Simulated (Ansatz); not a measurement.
Basis-set series for F$_{2}$GeH$_{4}$SSi, SMILES `F[Si](F)(S)[GeH3]`. The species carries charge 0 and has multiplicity 1. The structure was optimised at the PBE0-D4/def2-TZVP level. It is one conformer, not always the lowest.

```json
{"functional": "PBE0-D4", "basis": "def2-SVP", "functions": "116", "energy (Eh)": "-2965.58631", "HOMO (eV)": "-7.90", "LUMO (eV)": "-0.16"}
{"functional": "PBE0-D4", "basis": "def2-TZVPP", "functions": "250", "energy (Eh)": "-2966.35584", "HOMO (eV)": "-7.99", "LUMO (eV)": "-0.41"}
{"functional": "ωB97M-V", "basis": "def2-SVP", "functions": "116", "energy (Eh)": "-2966.07923", "HOMO (eV)": "-9.98", "LUMO (eV)": "1.80"}
{"functional": "ωB97M-V", "basis": "def2-TZVPP", "functions": "250", "energy (Eh)": "-2966.85171", "HOMO (eV)": "-10.10", "LUMO (eV)": "1.49"}
```

(1) Give the rows for def2-QZVPP. (Estimate.)

## Answers

(1) Computed: 
| functional | basis | functions | energy (Eh) | HOMO (eV) | LUMO (eV) |
| --- | --- | --- | --- | --- | --- |
| PBE0-D4 | def2-QZVPP | 463 | -2966.43440 | -8.02 | -0.48 |
| ωB97M-V | def2-QZVPP | 463 | -2966.92734 | -10.13 | 1.28 |

Positive LUMOs are unbound and depend on the basis. Scalar relativity is left out up to krypton.
